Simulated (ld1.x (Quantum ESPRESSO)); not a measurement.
What one change does to a pseudopotential (Au, ultrasoft)

* Element: gold (Au)
* Generator: ld1.x (Quantum ESPRESSO) 7.5
* Type: ultrasoft
* Functional: LDA (PZ)
* Relativity: fully relativistic
* Frozen core: [Xe] 4f14
* Valence charge: 11
* Reference configuration: 5d9 6s0 6p0 (charge +2)
* Partial waves: 6s (bound, empty): rcut 1.70, rcutus 1.80 bohr; 6s channel at -0.35 Ry: rcut 1.70, rcutus 1.80 bohr; 6p (bound, empty): rcut 2.45, rcutus 2.80 bohr; 6p channel at -0.8 Ry: rcut 2.45, rcutus 2.80 bohr; 5d (bound): rcut 1.90, rcutus 2.15 bohr; 5d channel at -0.75 Ry: rcut 1.90, rcutus 2.15 bohr
* Local potential: all-electron potential smoothed inside 2.55 bohr (lloc = -1)
* Core correction: Bessel-smoothed model core inside 1.65 bohr
* Augmentation charge: PSQ, inside the norm-conserving radii

Open shells are filled in proportion to 2j + 1 (rel_dist='average').

All-electron outer shells of the reference configuration (LDA (PZ), scalar-relativistic, ld1.x):

```json
{"shell": "5p", "level (eV)": "-81.61", "outermost node (bohr)": "0.52", "outermost maximum (bohr)": "0.96"}
{"shell": "5d", "level (eV)": "-27.63", "outermost node (bohr)": "0.56", "outermost maximum (bohr)": "1.20"}
{"shell": "6s", "level (eV)": "-23.17", "outermost node (bohr)": "1.10", "outermost maximum (bohr)": "2.13"}
{"shell": "6p", "level (eV)": "-14.82", "outermost node (bohr)": "1.29", "outermost maximum (bohr)": "2.67"}
```

Change: core correction none.

Cutoffs: the cutoffs (Ry, on a coarse ladder) from which the occupation-weighted sum of valence levels, in a spherical-Bessel basis at the reference potential, stays within 10 and 1 mRy of its value at 400 Ry; they do not see the model core or the augmentation charge, which bear on the density cutoff. Errors are all-electron minus pseudo energies relative to the spin-unpolarised reference configuration.

Problem. Predict the effect on cutoff, ghosts and configuration errors.

Solution. The potential gets neither clearly harder nor softer (25 Ry and 40 Ry → 25 Ry and 40 Ry); both files keep a bound ghost (s); the number of tests that count goes from 6 to 5; of the 5 tests that both files solve, the error grows in 3 and shrinks in 1 by more than 15 % and 0.3 meV (median size 279.0 → 248.5 meV).

| quantity | base | changed |
| --- | --- | --- |
| cutoff, loose | 25 Ry | 25 Ry |
| cutoff, tight | 40 Ry | 40 Ry |
| bound ghosts | s | s |
| tests counted (converged, no solver errors) | 6 of 7 | 5 of 7 |
| error for 5d10 6s1 6p0, meV [ΔE -31.31 eV] | +55 | +127 |
| error for 5d10 6s0 6p0, meV [ΔE -21.52 eV] | -279 | -249 |
| error for 5d9 6s1 6p0, meV [ΔE -18.91 eV] | +424 | +499 |
| error for 5d9 6s1 6p1, meV [ΔE -23.84 eV] | +406 | +493 |
| error for 5d10 6s0 6p1, meV [ΔE -25.97 eV] | -230 | -195 |
| s: phases at 3.04 bohr within 0.05 rad from the reference energy up to (Ry; the scan ends near 5) | 1.7 | 1.7 |
| p1/2: phases at 3.04 bohr within 0.05 rad from the reference energy up to (Ry; the scan ends near 5) | 2.0 | 2.0 |
| p3/2: phases at 3.04 bohr within 0.05 rad from the reference energy up to (Ry; the scan ends near 5) | 2.0 | 2.0 |
| d3/2: phases at 3.04 bohr within 0.05 rad from the reference energy up to (Ry; the scan ends near 5) | to the end of the scan | to the end of the scan |
| d5/2: phases at 3.04 bohr within 0.05 rad from the reference energy up to (Ry; the scan ends near 5) | to the end of the scan | to the end of the scan |
| lowest overlap eigenvalue by channel | s 0.01, p1/2 0.53, p3/2 0.52, d3/2 0.26, d5/2 0.40 | s 0.01, p1/2 0.53, p3/2 0.52, d3/2 0.26, d5/2 0.40 |

Base: Tests not counted: 5d8 6s0 6p0 (solver errors, printed error -526 eV). Changed file: Tests not counted: 5d8 6s0 6p0 (solver errors, printed error -508 eV); 5d7 6s0 6p0 (solver errors, printed error -349 eV). A true bound ghost makes a file unfit for plane-wave use even where its test errors are small: the radial tests pick states by their node count and pass the ghost by. Where a test does run into it, the solver fails or the error is huge.
